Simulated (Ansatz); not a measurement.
Born–Oppenheimer molecular dynamics of Cl3FTi (5 atoms, charge 0, multiplicity 1). It goes on from the last frame of an earlier run, with new velocities.

Method: RKS CAM-B3LYP-D4/def2-SVP (Ansatz).

| Quantity | Value |
| --- | --- |
| ensemble | NVT, Nosé–Hoover chain |
| time step | 2 fs |
| steps asked | 100 |
| set temperature | 700 K |
| thermostat | time constant 300 fs, chain length 5 |
| seed | 681441 |

First frame:

```xyz
5
Properties=species:S:1:pos:R:3
Ti 0.045 -0.017 -0.071
Cl -0.095 0.169 2.156
Cl 2.008 -0.004 -0.750
Cl -0.956 1.781 -0.566
F -0.726 -1.563 -0.556
```

Q: How far do the bonds stretch over the last three quarters of this one trajectory? (Pairs bonded in most of those frames.)

A: 
```csv
bond,mean (Å),spread (Å),shortest,longest
Ti1–Cl2,2.184,0.075,2.05,2.31
Ti1–Cl3,2.156,0.063,2.05,2.27
Ti1–Cl4,2.171,0.042,2.09,2.25
Ti1–F5,1.714,0.049,1.64,1.79
```

Mean temperature of the second half: 736 K. The conserved energy stayed within 0.57 meV per atom of its start (net change 0.066 meV per atom), so the integration is sound. A run of 0.2 ps of so small a system gives no equilibrium averages.

The run took 6.9 min on 2 threads of Arm Neoverse V2 (shared host), peak memory 0.29 GiB.
